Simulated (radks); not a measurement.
The numbers below are computed, except where a source is named.
Kinetic energies: the exact non-interacting value of the Kohn-Sham orbitals and orbital-free approximations, in hartree. Species: Sc3+ [Ar]; Ne [Ne]; Cr+ [Ar] 3d5. Code: a radial shooting solver on a logarithmic mesh with Libxc functionals. Model: non-relativistic Kohn-Sham, PBE, spin-polarised, spherical densities, point nucleus. Every spin shell is full or empty, so the densities are truly spherical. Functionals are evaluated on that one density, not self-consistently.

functional         Sc3+       Ne      Cr+
exact           758.079  128.563  1043.10
Thomas-Fermi     705.82   117.57   973.16
von Weizsacker   424.72   90.329   557.30
TF + vW          1130.5   207.90   1530.5
TF + vW/9        753.01   127.61   1035.1
TF + vW/5        790.76   135.64   1084.6
LC94             758.55   128.35   1042.9
revAPBEK         761.73   129.14   1046.9
Thakkar          756.23   128.30   1039.1
LKT              966.89   175.57   1312.9
PG1              925.69   167.19   1258.5
DePristo-Kress   758.12   128.04   1042.2
Ernzerhof        757.01   128.76   1039.9
